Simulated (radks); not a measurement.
Question: Radial electron density D(r) = 4 pi r^2 rho(r) of an atom or ion with 10 electrons. Method: scalar-relativistic Kohn-Sham, PBE, spin-unpolarised, spherical densities, point nucleus; computed with a radial shooting solver on a logarithmic mesh with Libxc functionals.

```
   r/bohr * D(r) (the largest magnitude, 10.9, reaches the edge; | marks zero)
  0.02417 |             *
  0.02791 |                 *
  0.03224 |                     *
  0.03723 |                         *
  0.04299 |                              *
  0.04926 |                                   *
  0.05689 |                                        *
   0.0657 |                                             *
  0.07587 |                                                  *
  0.08763 |                                                     *
   0.1012 |                                                      *
   0.1169 |                                                     *
   0.1339 |                                                   *
   0.1546 |                                              *
   0.1786 |                                        *
   0.2062 |                                  *
   0.2382 |                             *
   0.2751 |                          *
   0.3152 |                         *
    0.364 |                          *
   0.4203 |                              *
   0.4855 |                                  *
   0.5606 |                                    *
   0.6475 |                                     *
   0.7418 |                                   *
   0.8567 |                               *
   0.9894 |                         *
    1.143 |                  *
     1.32 |            *
    1.524 |       *
    1.746 |    *
    2.016 | *
    2.329 |*
    2.689 |*
    3.106 *
    3.587 *
    4.143 *
    4.746 *
    5.481 *
     6.33 *
    7.311 *
    8.443 *
    9.751 *
    11.17 *
     12.9 |*
     14.9 *
    17.21 *
    19.87 *
    22.95 *
    26.29 *
    30.37 *
```

What is the nuclear charge?

Answer: Z = 10. The innermost maximum, from 1s, lies near gamma/Z bohr with gamma = sqrt(1 - (Z/c)^2) = 0.997, here 0.0997 bohr (found: 0.104), and its height grows with Z. The density is that of neutral neon in [He] 2s2 2p5 4p1; the configuration itself is not fixed sharply by these data. D(r) has 3 maxima, at r = 0.104, 0.627, 13.0 bohr, and minima at 0.308 bohr, inside which lie 2.21 electrons.
